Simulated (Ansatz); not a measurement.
Species: PbBr, charge 0, doublet. PbBr (SMILES [Br][Pb], doublet).
B3LYP-D3(BJ)/def2-TZVP minimum from Ansatz (a first-principles code):
```xyz
2

Pb     0.0000     0.0000    -0.7892
Br     0.0000     0.0000     1.8489
```
Charge 0, spin multiplicity 2.

Total energies in hartree (Ansatz). Open shells are spin-unrestricted; no spin-orbit coupling. Correlated methods leave the cores frozen (noble-gas shells, and filled d and f shells in the p block). Past Kr the def2 sets carry scalar-relativistic core potentials. Spin-orbit terms, left out, reach several kcal/mol for Br and I, and more for heavier atoms. The spin of BrPb ([Br][Pb], doublet) was assumed, and the state is the lowest solution found for it.

```csv
species,HF/def2-TZVPP,CCSD(T)/def2-TZVPP,HF/def2-QZVPP,CCSD(T)/def2-QZVPP,CCSDT(Q)/def2-QZVPP
"1: PbBr (SMILES [Pb][Br], doublet)",-2764.31385,-2764.55694,-2764.36444,-2764.63049,-2764.63181
2: Pb (triplet),-191.83552,-191.88342,-191.83621,-191.88661,-191.88692
3: Br (doublet),-2572.39810,-2572.55635,-2572.44770,-2572.62201,-2572.62277
```

**Question.** Work out the atomisation energy (electronic, to ground-state atoms) in kcal/mol: take Hartree-Fock from def2-QZVPP, extrapolate the CCSD(T) correlation energy as X^-3 (X = 3, 4), and add CCSDT(Q) - CCSD(T) in def2-QZVPP. 1 hartree = 627.51 kcal/mol.

**Answer.** 
Species 1: correlation (64·(-0.26605) - 27·(-0.24309))/37 = -0.28280; step -0.00132; E1 = -2764.36444 + (-0.28280) + (-0.00132) = -2764.64856
Species 2: correlation (64·(-0.05040) - 27·(-0.04790))/37 = -0.05222; step -0.00031; E2 = -191.83621 + (-0.05222) + (-0.00031) = -191.88874
Species 3: correlation (64·(-0.17431) - 27·(-0.15825))/37 = -0.18603; step -0.00076; E3 = -2572.44770 + (-0.18603) + (-0.00076) = -2572.63449
-1·E1 +1·E2 +1·E3 = 0.12533 hartree = 78.6 kcal/mol.
